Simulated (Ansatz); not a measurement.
Li₆⁻. The state is a quartet with charge -1. Geometry r2SCAN/def2-TZVPD; atoms count from 1.

Cartesian coordinates in Å:
```
Li 1.976 2.110 0.877
Li -0.933 1.205 -0.155
Li 1.223 -0.576 -0.726
Li -1.340 -1.723 0.321
Li -1.459 -0.978 -2.458
Li 0.534 -0.039 2.140
```

The highest occupied level of the charge -1 quartet lies above zero (up to 0.10 eV). The electron is either unbound and held by the finite basis, or the level is raised by self-interaction error. At PBE0/def2-TZVPD a doublet of charge -1 lies 0.28 eV below the quartet, each at its own geometry. The structure comes from a short search, and lower isomers may exist.

Q: Estimate the Mulliken populations from the PBE0/def2-TZVPD orbitals of Ansatz.

A: 
```tsv
atom	charge (e)	spin (α − β)
Li1	-0.22	0.40
Li2	-0.11	0.57
Li3	-0.11	0.57
Li4	-0.17	0.54
Li5	-0.22	0.40
Li6	-0.17	0.54
```
Mulliken values depend strongly on the basis. With diffuse functions, as here, like atoms can get unlike values, and bond orders can come out too low or too high.

Q: Where does the spin sit?

A: Summed by element: Li 3.00, of 3 unpaired in all. Largest on single atoms: Li3 0.57, Li2 0.57, Li6 0.54.

Q: And the Mayer bond orders between heavy atoms (over 0.3)?

A: Li1–Li6 0.57 (2.88 Å); Li2–Li3 0.40 (2.85 Å); Li2–Li4 0.34 (2.99 Å); Li2–Li6 0.34 (2.99 Å); Li3–Li4 0.34 (3.00 Å); Li3–Li6 0.34 (3.00 Å); Li4–Li5 0.57 (2.88 Å); Li4–Li6 0.32 (3.11 Å).
